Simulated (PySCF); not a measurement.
**Exercise with solution: oscillator strength and radiative lifetime**

Cd(OH)(OMe) (CH₄CdO₂), SMILES [O]([Cd][OH])C.

The structure is a stationary point at r2SCAN-D4/def2-SVP. The structure was generated by enumeration; whether it is a known compound was not checked. The def2 effective core potentials stand for the cores of Cd; spin–orbit coupling is left out. One conformer was computed; it need not be the lowest.

TDA-PBE/def2-SVPD (PySCF) puts the first singlet state with f over 0.02 at 4.41 eV (vertical), with the transition dipole (0.477, 0.166, 0.285) in atomic units.

**Question.** Find the oscillator strength, the wavelength and the radiative lifetime that this transition would have in vacuum if emission retraced absorption.

**Answer.** 
|μ|² = 0.3363 au, so |μ| = 1.47 D. ΔE = 4.41/27.211 = 0.1621 hartree. f = (2/3) ΔE |μ|² = 0.036 (the program prints 0.036).
λ = 1239.84/4.41 = 281 nm; ν = 35569 cm⁻¹.
Einstein's coefficient A = 0.6670 ν² f s⁻¹ (ν in cm⁻¹) = 3.1e7 s⁻¹, so τ = 1/A = 33 ns. This state is S2; the lower singlet has f = 0.002. The figure is the radiative limit of this one transition; relaxation, internal conversion, crossing to triplets and a medium change what is measured.
